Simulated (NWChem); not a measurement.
Species: water (H$_{2}$O); SMILES O

```xyz
3

O      0.0000     0.0000     0.1326
H      0.7626     0.0000    -0.4646
H     -0.7626     0.0000    -0.4646
```
Atoms are numbered in this order, from 1.

Structure relaxed at the B3LYP/6-31G* (spherical d) level. Not confirmed as a minimum by frequencies.

Give the principal values of the shielding tensors (ppm) of O1 from PBE/pcSseg-1, GIAO (NWChem), with their diamagnetic and paramagnetic parts as GIAO splits them.


| atom | σ11 | σ22 | σ33 | isotropic | diamagnetic | paramagnetic |
|---|---|---|---|---|---|---|
| O1 | 309.1 | 336.2 | 347.5 | 330.9 | 383.5 | -52.5 |
